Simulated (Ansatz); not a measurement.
Stepwise reaction of `[NH2][Zn][NH2]` with hydrogen sulfide, as a gas-phase model of exchange steps in deposition or etching. ΔE in kJ/mol; ΔG adds harmonic PBE0-D4 terms to CCSD(T)/CBS, at 1 bar.

Computed with Ansatz on PBE0-D4/def2-TZVP structures; ΔE is electronic, products minus reactants. CCSD(T)/CBS adds triple-zeta CCSD(T) − MP2 to the extrapolated MP2 energy (def2 sets, frozen cores). This one scheme is used for every species. Functionals use def2-TZVPP. B3LYP here is the variant with VWN-RPA as its local correlation; programs differ in this. For Zn outer-core shells are correlated without core-valence functions, which leaves a few kJ/mol of doubt a bond. Scalar relativity is left out up to krypton. Each species was taken in one conformer, which may not be the lowest.

```csv
step,reaction,PBE-D4,B3LYP-D4,ωB97M-V,CCSD(T)/CBS,ΔG(400 K)
1,`[NH2][Zn][NH2]` + H₂S → `[NH2][Zn][SH]` + NH₃,-82.4,-82.0,-83.3,-83.5,-75.6
2,`[NH2][Zn][SH]` + H₂S → `[SH][Zn][SH]` + NH₃,-81.7,-81.6,-82.3,-83.1,-70.4
```

(1) By hand: ΔE of the 2 steps together at CCSD(T)/CBS.

Results:

(1) (-83.5) + (-83.1) = -166.6 kJ/mol, or -83.3 kJ/mol a step.

In ΔE the steps differ by no more than 0.4 kJ/mol. All are downhill at CCSD(T)/CBS. ΔG lies between -75.6 and -70.4 kJ/mol a step. PBE-D4 differs from CCSD(T)/CBS by 1.1 to 1.4 kJ/mol a step. Isolated molecules leave out the surface, adducts and barriers. Largest T1 diagnostic: 0.015.
